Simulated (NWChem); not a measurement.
Molecule: CH3ClSe; SMILES C[Se]Cl

```xyz
6

Se    -0.4623     0.4733     0.0009
Cl     0.1817    -1.6201    -0.0009
C      1.2991     1.2695     0.0009
H      1.1312     2.3578     0.0042
H      1.8496     0.9852    -0.9049
H      1.8515     0.9802     0.9039
```
Atoms are numbered in this order, from 1.

Program: NWChem. Pople sets run with spherical d functions. The geometry was optimised at PBE0/def2-SVP. Vzz is the largest principal value of the second derivative of the potential at the nucleus (NWChem prints the opposite sign); η is the asymmetry. Non-relativistic.

```csv
level,Vzz Se1 (a.u.),η Se1,Vzz Cl2 (a.u.),η Cl2,relative time
PBE/cc-pVTZ,-7.687,0.73,3.775,0.11,20
PBE/6-31G*,-7.453,0.66,3.765,0.10,1
CAM-B3LYP/6-31G*,-7.655,0.72,3.769,0.09,2
CAM-B3LYP/def2-TZVP,-8.288,0.77,4.135,0.10,10
```

Relative times are rough (shared machine, one core).
